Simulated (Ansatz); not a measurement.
A first, cheap relaxation of `C[SiH](C)CO`.

```yaml
crystal:
  periodic: [false, false, false]
  atoms:
    - {symbol: C, position_ang: [-1.345700, -0.443300, 0.994400]}
    - {symbol: Si, position_ang: [0.223100, 0.292400, 0.378000]}
    - {symbol: C, position_ang: [1.575700, -0.917100, 0.657300]}
    - {symbol: C, position_ang: [0.177600, 0.723000, -1.460500]}
    - {symbol: O, position_ang: [-0.900100, 1.643700, -1.867900]}
    - {symbol: H, position_ang: [-1.341700, -0.624000, 2.047100]}
    - {symbol: H, position_ang: [-1.627300, -1.310400, 0.444300]}
    - {symbol: H, position_ang: [-2.165900, 0.339700, 0.832400]}
    - {symbol: H, position_ang: [0.523100, 1.549400, 1.190800]}
    - {symbol: H, position_ang: [2.567900, -0.506500, 0.359900]}
    - {symbol: H, position_ang: [1.421600, -1.850900, 0.148100]}
    - {symbol: H, position_ang: [1.717000, -1.151200, 1.751700]}
    - {symbol: H, position_ang: [1.015300, 1.148800, -1.800300]}
    - {symbol: H, position_ang: [-0.090700, -0.195100, -2.010600]}
    - {symbol: H, position_ang: [-1.771700, 1.250700, -1.635400]}
basis:
  gaussian: {orbitals: def2-SVP}
hamiltonian: {xc: pbe, dispersion: d4}
relax: {f_tol: 0.03, max_steps: 200}
```

```sh
$ ansatz run in.yaml --threads 4 --pin off --events-out ev --progress --plain --max-ram 10444MiB
```

Shortened log:

```
Functional definition: PBE
mean field -13180.90624338 eV, -484.3893701050 hartree, gradient 3.2e-5 eV, S^2 0.000000; 0 other end points of the search recorded, 0 dependent functions left out
relax step   1: F+E_penalty+E_count = -13181.19985282 eV  Δ(F+E_penalty+E_count) = +0.000e0 eV  max|allowed force component| = 5.906e0 eV/Å  Δτ_max = 0.0000 Å  (30 SCF iters, accepted)
mean field -13181.44714075 eV, -484.4092477168 hartree, gradient 1.2e-5 eV, S^2 0.000000; 0 other end points of the search recorded, 0 dependent functions left out
relax step   2: F+E_penalty+E_count = -13181.74038163 eV  Δ(F+E_penalty+E_count) = -5.405e-1 eV  max|allowed force component| = 1.806e0 eV/Å  Δτ_max = 0.1146 Å  (29 SCF iters, accepted)
mean field -13181.46147121 eV, -484.4097743514 hartree, gradient 2.2e-5 eV, S^2 0.000000; 0 other end points of the search recorded, 0 dependent functions left out
relax step   3: F+E_penalty+E_count = -13181.75509926 eV  Δ(F+E_penalty+E_count) = -1.472e-2 eV  max|allowed force component| = 1.180e0 eV/Å  Δτ_max = 0.1506 Å  (28 SCF iters, accepted)
mean field -13181.52059929 eV, -484.4119472682 hartree, gradient 1.3e-5 eV, S^2 0.000000; 0 other end points of the search recorded, 0 dependent functions left out
relax step   4: F+E_penalty+E_count = -13181.81189062 eV  Δ(F+E_penalty+E_count) = -5.679e-2 eV  max|allowed force component| = 3.834e-1 eV/Å  Δτ_max = 0.1295 Å  (28 SCF iters, accepted)
mean field -13181.52604222 eV, -484.4121472925 hartree, gradient 2.5e-5 eV, S^2 0.000000; 0 other end points of the search recorded, 0 dependent functions left out
relax step   5: F+E_penalty+E_count = -13181.81757460 eV  Δ(F+E_penalty+E_count) = -5.684e-3 eV  max|allowed force component| = 1.844e-1 eV/Å  Δτ_max = 0.0457 Å  (28 SCF iters, accepted)
mean field -13181.52766701 eV, -484.4122070024 hartree, gradient 2.6e-5 eV, S^2 0.000000; 0 other end points of the search recorded, 0 dependent functions left out
relax step   6: F+E_penalty+E_count = -13181.81933416 eV  Δ(F+E_penalty+E_count) = -1.760e-3 eV  max|allowed force component| = 2.533e-2 eV/Å  Δτ_max = 0.0214 Å  (29 SCF iters, accepted)
mean field -13181.52766701 eV, -484.4122070024 hartree, gradient 2.6e-5 eV, S^2 0.000000; 1 other end points of the search recorded, 0 dependent functions left out
Total energy: -13181.81937124 eV, -484.4229269350 hartree
Atom 0 at    -1.413127    -0.370286     0.960378 Å, force     0.005002     0.008847    -0.004376 eV/Å
Atom 1 at     0.258637     0.307584     0.378398 Å, force     0.011293    -0.001892    -0.025332 eV/Å
Atom 2 at     1.643266    -0.946787     0.685705 Å, force    -0.001570    -0.000706     0.013006 eV/Å
Atom 3 at     0.111715     0.725723    -1.485522 Å, force    -0.013538     0.016346     0.022002 eV/Å
Atom 4 at    -0.968571     1.623641    -1.754643 Å, force     0.007893     0.014073    -0.019920 eV/Å
Atom 5 at    -1.408633    -0.561049     2.052749 Å, force    -0.002725    -0.000594     0.005635 eV/Å
Atom 6 at    -1.660850    -1.324823     0.451567 Å, force    -0.001958    -0.011756    -0.006395 eV/Å
Atom 7 at    -2.232363     0.351446     0.759706 Å, force    -0.002603     0.000825     0.002155 eV/Å
Atom 8 at     0.543844     1.582799     1.130604 Å, force     0.004117     0.010098     0.004087 eV/Å
Atom 9 at     2.623823    -0.555098     0.345303 Å, force    -0.005333     0.000041     0.000454 eV/Å
Atom 10 at     1.449838    -1.897419     0.146913 Å, force    -0.001619     0.000712    -0.000930 eV/Å
Atom 11 at     1.732582    -1.182080     1.766281 Å, force     0.002856    -0.003820    -0.004257 eV/Å
Atom 12 at     1.038744     1.236433    -1.825732 Å, force     0.002074    -0.006607     0.007057 eV/Å
Atom 13 at     0.048507    -0.212686    -2.094498 Å, force     0.006297    -0.012893    -0.010257 eV/Å
Atom 14 at    -1.789211     1.171801    -1.487909 Å, force    -0.010187    -0.012676     0.017072 eV/Å
Dipole moment:    -0.053735    -0.391851     0.103928 e Å
```

It took 10 s on 4 threads of an Arm Neoverse V1 on a shared host, with 0.17 GiB of host memory at the peak.
